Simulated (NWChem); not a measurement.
## Basis-set convergence for H3FHf

SMILES: [F][HfH3]
```xyz
5

Hf     0.1777    -0.0353     0.0000
F     -1.6818     0.3339     0.0000
H      0.9514     0.7015     1.5126
H      0.9514     0.7015    -1.5126
H      0.4413    -1.8683     0.0000
```
Charge 0, spin multiplicity 1.

The numbers come from NWChem runs, not from measurements. Structure: optimised with B3LYP/def2-SVP with def2 effective core potentials on Hf, a minimum by its harmonic frequencies.

Quantity: dipole moment at the level PBE.

Effective core potentials replace the inner electrons of Hf; spin-orbit coupling is left out. The structure started from a generated list of species.

The cost column gives rough processor time relative to def2-SVP; each entry includes its own SCF.

In def2-QZVP the value is 0.41 D. Among def2-SVP, def2-SVPD, def2-TZVP, def2-TZVPD, def2-TZVPP, which is the smallest basis within 0.05 D of it?

def2-SVP, with 61 functions against 219 and about 5 % of the time (also within reach: def2-TZVP, def2-TZVPD, def2-TZVPP). def2-QZVP isn't the basis-set limit itself, and a small set can land close by cancellation.

```
basis       functions  dipole moment (D)  relative cost
----------  ---------  -----------------  -------------
def2-SVP           61               0.40              1
def2-SVPD          82               0.55        under 3
def2-TZVP          89               0.45        under 3
def2-TZVPD        110               0.45        under 3
def2-TZVPP        129               0.41              3
def2-QZVP         219               0.41             20
```
